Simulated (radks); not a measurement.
Species: the titanium ion Ti9+. Configuration: [Ne] 3s2 3p1. All-electron calculation, Dirac Kohn-Sham, BLYP, spin-unpolarised, spherical densities, finite nucleus; open shells are shared between the two j in proportion to 2j + 1; Fermi nuclear charge, rms radius 3.5921 fm. Program: a radial shooting solver on a logarithmic mesh with Libxc functionals.

Unscreened Slater integrals over Kohn-Sham orbitals (cm^-1). Large and small components are both included. Empty in this configuration: 3d3/2.

F0(3p3/2,3p3/2): 220890
F2(3p3/2,3p3/2): 112400
F0(3p3/2,3p1/2): 221460
G2(3p3/2,3p1/2): 112620
F0(3p3/2,3s1/2): 222170
G1(3p3/2,3s1/2): 147810
F0(3p3/2,2p3/2): 295340
F2(3p3/2,2p3/2): 66484
G0(3p3/2,2p3/2): 27202
G2(3p3/2,2p3/2): 28669
F0(3p3/2,3d3/2): 223490
F2(3p3/2,3d3/2): 110850
G1(3p3/2,3d3/2): 129450
G3(3p3/2,3d3/2): 83344
F0(3p1/2,3p1/2): 222030
F0(3p1/2,3s1/2): 222740
G1(3p1/2,3s1/2): 148010
F0(3p1/2,2p3/2): 296670
G2(3p1/2,2p3/2): 28608
F0(3p1/2,3d3/2): 224110
G1(3p1/2,3d3/2): 130360
F0(3s1/2,3s1/2): 223740
F0(3s1/2,2p3/2): 294360
G1(3s1/2,2p3/2): 27646
F0(3s1/2,3d3/2): 225160
G2(3s1/2,3d3/2): 101510
F0(2p3/2,2p3/2): 697210
F2(2p3/2,2p3/2): 327610
F0(2p3/2,3d3/2): 297420
F2(2p3/2,3d3/2): 72205
G1(2p3/2,3d3/2): 58872
G3(2p3/2,3d3/2): 33584
F0(3d3/2,3d3/2): 229210
F2(3d3/2,3d3/2): 116480
